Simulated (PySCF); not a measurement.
## Removing an electron from `CCO[Si@H]([SiH3])[GeH3]`

C₂H₁₂GeOSi₂.
Numbering: `[CH3:1][CH2:2][O:3][Si@H:4]([SiH3:5])[GeH3:6]` (hydrogens: H7, H8, H9 on C1; H10, H11 on C2; H12 on Si4; H13, H14, H15 on Si5; H16, H17, H18 on Ge6)

Geometry (PBE0-D3(BJ)/def2-SVP, Å), atoms numbered from 1 in this order:
```
atom  x, y, z in Å
C1     3.042   -0.060   -0.472
C2     1.702   -0.630   -0.076
O3     0.717    0.373   -0.184
Si4   -0.872    0.166    0.300
Si5   -1.899   -1.626   -0.830
Ge6   -1.981    2.214   -0.173
H7     3.827   -0.828   -0.410
H8     3.315    0.774    0.191
H9     3.005    0.322   -1.503
H10    1.445   -1.488   -0.729
H11    1.742   -1.020    0.960
H12   -0.934   -0.133    1.772
H13   -1.170   -2.914   -0.604
H14   -1.943   -1.363   -2.302
H15   -3.301   -1.782   -0.330
H16   -3.476    2.091    0.183
H17   -1.867    2.538   -1.673
H18   -1.381    3.380    0.633
```

Level: B3LYP/def2-SVPD (PySCF). Frontier orbitals with their largest atomic shares (Löwdin; up to four atoms above 4 %):

```csv
orbital,ε (eV),main atoms
HOMO−3,-8.96,"O3 36 %, C2 14 %, C1 12 %, Si4 9 %"
HOMO−2,-8.77,"O3 19 %, Si4 15 %, C2 11 %, Ge6 11 %"
HOMO−1,-7.90,"O3 30 %, Si4 20 %, Ge6 16 %, H12 11 %"
HOMO,-7.30,?
LUMO,-0.64,"Si4 27 %, Si5 19 %, Ge6 17 %, H18 6 %"
LUMO+1,-0.25,"Ge6 22 %, Si5 18 %, Si4 18 %, H18 8 %"
LUMO+2,0.12,"Ge6 23 %, Si4 17 %, Si5 16 %, H17 10 %"
```

Problem. What vertical ionisation energy does ΔSCF give, and how far is −ε(HOMO) from it?

Solution. ΔSCF: 9.14 eV (881 kJ/mol; threshold wavelength 136 nm); ⟨S²⟩ of the doublet left behind is 0.755, against 0.75 for a pure doublet. −ε(HOMO) is 7.30 eV, 1.84 eV below it. In exact Kohn–Sham theory the two would be equal; B3LYP (global hybrid, 20 % exact exchange) falls short of its own ΔSCF value by 20 %.

Problem. On which atoms does the HOMO lie?

Solution. Si5 (SiH3 silicon) 22 %, O3 (silyl ether oxygen) 22 %, Si4 (oxygen-bound silicon) 22 %, Ge6 (germanium bonded to Si and 3 H) 11 %, so no atom holds as much as 40 %. The HOMO−1 lies 0.60 eV lower.

Problem. What total energies stand behind the ΔSCF value?

Solution. E(N) = -2814.21356 Eh and E(N − 1) = -2813.87785 Eh at the same geometry, 0.33571 Eh apart.

Problem. With α = 125.4 au, estimate the like-pair dispersion coefficient by London's formula C6 = (3/4)α²I.

Solution. I = 0.3357 Eh, so C6 ≈ 3960 au, a rough estimate.

Problem. How many of the 10 lowest singlet excitations (vertical TDDFT, same level) lie below the ionisation energy?

Solution. All 10; they run from 5.70 to 7.23 eV.

Problem. What kinetic energy would electrons from this vertical process carry with 118.2 nm light (10.49 eV)?

Solution. 10.49 − 9.14 = 1.35 eV.

Isolated species at its PBE0-D3(BJ)/def2-SVP geometry (one conformer only). The calculation is non-relativistic, for germanium too.
